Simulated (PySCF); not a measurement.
# Working out the excitation energy of I²⁺

I²⁺ [Kr] 4d10 5s2 5p3 (4S) → I²⁺ [Kr] 4d10 5s1 5p4 (4P). Calculation: PySCF 2.14, in aug-cc-pVDZ-PP with ECP28MDF (5s4p3d, 32 functions); scalar relativity through the core potential. Frozen: 4s2 4p6 4d10. Energies in hartree (1 hartree = 27.21139 eV):

| part | I²⁺ (lower) | I²⁺ (upper) |
| --- | --- | --- |
| UHF | -293.654396 | -293.242652 |
| CCSD correlation | -0.060183 | -0.083739 |
| (T) | -0.000553 | -0.002605 |

Task: What does Hartree-Fock give?

Result: (-293.242652) − (-293.654396) = 0.411744 hartree = 11.204 eV.

Task: What do CCSD and CCSD(T) give?

Result: The CCSD correlation energies differ by -0.023556 hartree = -0.641 eV and the triples by -0.002052 hartree = -0.056 eV, so CCSD gives 10.563 eV and CCSD(T) 10.507 eV.

A double-zeta basis recovers only part of the correlation energy.

The coupled-cluster amplitudes are large, so a single reference is strained.
